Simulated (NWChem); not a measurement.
System: GaHBr$_{2}$; SMILES [Br][GaH][Br]

All runs: NWChem. Pople sets run with spherical d functions. Geometry: optimised at PBE-D3(BJ)/def2-SVP. Level MN15/6-31G*: energy and gradient on several grids; changes count from the extra-fine grid, which is no exact limit either.

```tsv
grid	size of the energy change (μHa)	largest change of a gradient component (μHa/bohr)
xcoarse	200	10000
coarse	< 10	700
medium	< 10	90
fine	< 10	< 30
xfine	< 10	< 30
```
